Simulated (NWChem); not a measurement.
Species: SnH₂O, singlet; SMILES [SnH][OH]

Low-valent species are run as closed-shell singlets; no triplet was tried in these runs. def2 effective core potentials on Sn; no spin-orbit coupling.

Give the equilibrium geometry at PBE0/def2-SVP with def2 effective core potentials on Sn (NWChem) as a Z-matrix, with the point group.

point group Cs; any orientation.
```
O
H 1 0.9644
Sn 1 2.0013 2 113.61
H 3 1.8036 1 94.22 2 0.00
```
